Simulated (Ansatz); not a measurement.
`[SiH3][N]([SiH3])[AlH][SH]` + HCl → `[SiH3][N]([SiH3])[AlH][Cl]` + H₂S at 600 K and 1 bar (ligand exchange at the Al–S bond).

Calculated with Ansatz (gas phase, PBE0-D4/def2-TZVP geometries, no zero-point term in ΔE). CCSD(T)/CBS adds triple-zeta CCSD(T) − MP2 to the extrapolated MP2 energy (def2 sets, frozen cores). This one scheme is used for every species. One conformer a species, not always the lowest.

```json
{"species": "`[SiH3][N]([SiH3])[AlH][SH]`", "CCSD(T)/CBS energy (Eh)": "-1277.58129", "H − E (kJ/mol)": "278.0", "S (J/(mol·K))": "546.2"}
{"species": "HCl", "CCSD(T)/CBS energy (Eh)": "-460.38127", "H − E (kJ/mol)": "35.4", "S (J/(mol·K))": "207.2"}
{"species": "`[SiH3][N]([SiH3])[AlH][Cl]`", "CCSD(T)/CBS energy (Eh)": "-1339.00991", "H − E (kJ/mol)": "251.1", "S (J/(mol·K))": "520.6"}
{"species": "H₂S", "CCSD(T)/CBS energy (Eh)": "-398.97279", "H − E (kJ/mol)": "60.8", "S (J/(mol·K))": "230.9"}
```

H − E and S are ideal-gas, rigid-rotor, harmonic terms from PBE0-D4/def2-TZVP, for one conformer and one mirror image of each species. 1 Eh = 2625.50 kJ/mol, R = 8.31446 J/(mol·K).

Q: By hand: ΔE, ΔH, ΔS and ΔG.

A: ΔE = (-1339.00991) + (-398.97279) − (-1277.58129) − (-460.38127) = -0.02014 Eh = -52.9 kJ/mol. Δ(H − E) = 251.1 + 60.8 − 278.0 − 35.4 = -1.5, so ΔH = -54.4 kJ/mol. ΔS = 520.6 + 230.9 − 546.2 − 207.2 = -1.9 J/(mol·K). ΔG = -54.4 − 600 × (-1.9)/1000 = -53.3 kJ/mol.

Q: By hand: the equilibrium constant, and the temperature at which ΔG would vanish if ΔH and ΔS stayed fixed.

A: log₁₀ K = −ΔG/(RT ln 10) = 4.6. ΔG = 0 at ΔH/ΔS = 28632 K, far beyond where these terms or the molecules hold.

The number of gas molecules stays the same, so ΔS is small and ΔH decides. A doubt of 5 kJ/mol in ΔE shifts log₁₀ K by 0.4 here. Other conformers and mirror images would add mixing entropy, several J/(mol·K) or more a flexible species. Modes under 60 cm⁻¹, often nearly free rotors, make the harmonic entropy too high. These are equilibria of isolated gas molecules and say nothing of rates. Largest T1 diagnostic: 0.012 (customary marks: 0.02 for closed shells, 0.045 for open ones).
